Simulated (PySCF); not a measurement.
BiCl3, SMILES [Bi]([Cl])([Cl])[Cl].

Geometry optimised at B3LYP-D3(BJ)/def2-SVP. The isomer is the one that the SMILES or the coordinates give; other isomers of the formula were not compared. The def2 effective core potentials stand for the cores of Bi; spin–orbit coupling is left out.

These are B3LYP-D3(BJ)/def2-SVP run with PySCF 2.14.0 values and carry that method's errors.

Frequencies are harmonic and unscaled.

Modes within 1.5 cm⁻¹ of each other (mostly degenerate sets) share a row, with their intensities summed.

Computed normal modes with their intensities:
```json
[
 {"mode": "1–2", "ν (cm⁻¹)": "98", "IR (km/mol)": "2.6", "moving atoms (share of kinetic energy)": "Cl 93 %"},
 {"mode": "3", "ν (cm⁻¹)": "112", "IR (km/mol)": "4.8", "moving atoms (share of kinetic energy)": "Cl 78 %, Bi 22 %"},
 {"mode": "4–5", "ν (cm⁻¹)": "327", "IR (km/mol)": "113.2", "moving atoms (share of kinetic energy)": "Cl 83 %, Bi 17 %"},
 {"mode": "6", "ν (cm⁻¹)": "341", "IR (km/mol)": "14.7", "moving atoms (share of kinetic energy)": "Cl 88 %, Bi 12 %"}
]
```
